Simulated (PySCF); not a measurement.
Computed with PySCF with B3LYP-D3(BJ)/def2-TZVP. Gas-phase values, no solvent. One relaxed conformer stands for a flexible species; it need not be the lowest. B3LYP has the VWN-RPA correlation part, as in Gaussian. Excitations are Tamm–Dancoff values on a coarser integration grid. The basis has no diffuse functions, so Rydberg states are missing or too high.

Reference species (SMILES): `CC(=O)S` (O–C–S–H torsion 180°) (neutral, multiplicity 1).

```json
{
  "S1 oscillator strength": "0.000",
  "S1–T1 gap (TDA)": "0.54 eV"
}
```

Changed species: `O(S)C` (C–O–S–H torsion 81°) (X = methoxy; the reference has X = acetyl).

Q: Give the shifts of the S1 oscillator strength and S1–T1 gap (TDA).

A: the S1 oscillator strength hardly moves; the S1–T1 gap (TDA) rises by 0.33 eV, to 0.87 eV.
